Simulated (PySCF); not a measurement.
# Radial density of Sb⁻ (antimony, charge -1)

PBEsol, [Kr] 4d10 5s2 5p4, high-spin 3P determinant. Calculation: PySCF 2.14, in aug-cc-pwCVDZ-PP with ECP28MDF; scalar relativity through the core potential. This is the valence pseudo-density: the core potential removes the inner electrons and smooths the orbitals near the nucleus.

```
r (bohr)  4πr²ρ (e/bohr)  4πr²(ρα − ρβ)
 0.00494       1.375e-05         0.0000
 0.00830       3.804e-05         0.0000
  0.0140       0.0001011         0.0000
  0.0235       0.0002414         0.0000
  0.0395       0.0004544         0.0000
  0.0665       0.0008237         0.0000
   0.112        0.005455         0.0000
   0.188         0.06959         0.0001
   0.316           1.183         0.0044
   0.532           13.73         0.0805
   0.895           22.19         0.0137
    1.51           5.974         0.3004
    2.53           2.413         0.7814
    4.26          0.6697         0.2870
    7.16         0.08132         0.0187
    12.1        0.002045         0.0002
```

Energies and moments cover only the electrons outside the core potential. At PBEsol the highest occupied level has a positive energy, so only the finite basis holds that electron; in a semilocal or global hybrid functional this comes from self-interaction and does not mean that the real anion is unbound.
